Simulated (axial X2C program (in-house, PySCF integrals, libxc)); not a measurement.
Potential curves of NbF, with spin–orbit coupling

Calculated with an axial X2C code built on PySCF integrals. Two-component (2c) means X2C with spin–orbit coupling and atomic mean-field two-electron Coulomb and Gaunt terms. Basis: Nb dyall-cv3z [11s12p9d5f3g], F dyall-av3z [7s6p3d2f] (cores contracted in-house); Gaussian nuclei, density fitting, unrestricted open shells. Masses: Nb 92.906 u, F 18.998 u.

State: Ω = 1 (⟨Sz⟩ = 2.00, ⟨Lz⟩ = -1.00 at HF). Energies in eV from the lowest point of each curve. Fits are polynomials in 1 − R0/R over 0.85 to 1.23 times the lowest point R0.

```json
{"R (Å)": "1.6304", "CCSD(T)": "", "HF": "1.3815", "CCSD": "", "PBE0": "1.1218"}
{"R (Å)": "1.7053", "CCSD(T)": "0.5964", "HF": "0.6311", "CCSD": "0.5950", "PBE0": "0.4641"}
{"R (Å)": "1.7616", "CCSD(T)": "0.2655", "HF": "0.2871", "CCSD": "0.2647", "PBE0": "0.1830"}
{"R (Å)": "1.8178", "CCSD(T)": "0.0777", "HF": "0.0877", "CCSD": "0.0774", "PBE0": "0.0393"}
{"R (Å)": "1.8740", "CCSD(T)": "0.0000", "HF": "0.0000", "CCSD": "0.0000", "PBE0": "0.0000"}
{"R (Å)": "1.9396", "CCSD(T)": "0.0142", "HF": "0.0047", "CCSD": "0.0146", "PBE0": "0.0523"}
{"R (Å)": "2.0052", "CCSD(T)": "0.1113", "HF": "0.0943", "CCSD": "0.1119", "PBE0": "0.1805"}
{"R (Å)": "2.0895", "CCSD(T)": "0.3188", "HF": "0.2949", "CCSD": "0.3199", "PBE0": "0.4188"}
{"R (Å)": "2.1926", "CCSD(T)": "", "HF": "0.6205", "CCSD": "", "PBE0": "0.7753"}
{"R (Å)": "2.3425", "CCSD(T)": "", "HF": "1.1654", "CCSD": "", "PBE0": "1.3412"}
```

Correlated methods: 12 electrons correlated (number of frozen shells: Nb 4 s, 3 p, 1 d; F 1 s), 292 virtual spin orbitals or spinors in MP2, 90 natural virtuals in coupled cluster.

Occupations by symmetry block were frozen at the best pattern of an incomplete PBE0 search. Density functionals use the spin component along the axis (collinear). Coupled cluster ran in a truncated set of natural virtual spinors; the MP2 energy of the rest was added. (T) has no such correction and the atoms are truncated less, which lowers De at CCSD(T) by a hundredth of an eV or more. PBE0 can misorder states that lie within some tenths of an eV, so this need not be the ground state of the molecule. The nearest other 2c determinant of the search, Ω = 3, lies 0.07 eV up at the distance of the search. Without a current term, density functionals place determinants with orbital angular momentum somewhat too high. With several unpaired electrons one determinant need not be a pure state. The outer-core s and p shells of the metal are frozen in the correlated rows, which leaves out core–valence correlation; for alkali and alkaline-earth bonds that tends to lengthen them. Open-shell Ω = 0 determinants with evenly filled partner blocks cannot be reached by this program, so the Ω shown need not be the lowest component. With the outer-core shells frozen, correlated bond lengths of heavy atoms tend to come out a few hundredths of an ångström too long. Coupled cluster ran on the points near the minimum only. MP2 and coupled cluster on one determinant become unreliable at the stretched end.

(1) Fit the CCSD(T) curve near its minimum: give the equilibrium distance and the harmonic wavenumber.

(2) What are Re and ωe at the HF level?

(3) Fit the CCSD curve near its minimum: give the equilibrium distance and the harmonic wavenumber.

(4) What are Re and ωe at the PBE0 level?

## Answers

(1) At CCSD(T), 2c: Re = 1.897 Å, ωe ≈ 640 cm⁻¹; Be follows as 0.297 cm⁻¹.

(2) At HF, 2c: Re = 1.903 Å, ωe ≈ 637 cm⁻¹; Be follows as 0.295 cm⁻¹.

(3) At CCSD, 2c: Re = 1.896 Å, ωe ≈ 640 cm⁻¹; Be follows as 0.297 cm⁻¹.

(4) At PBE0, 2c: Re = 1.871 Å, ωe ≈ 659 cm⁻¹; Be follows as 0.305 cm⁻¹.
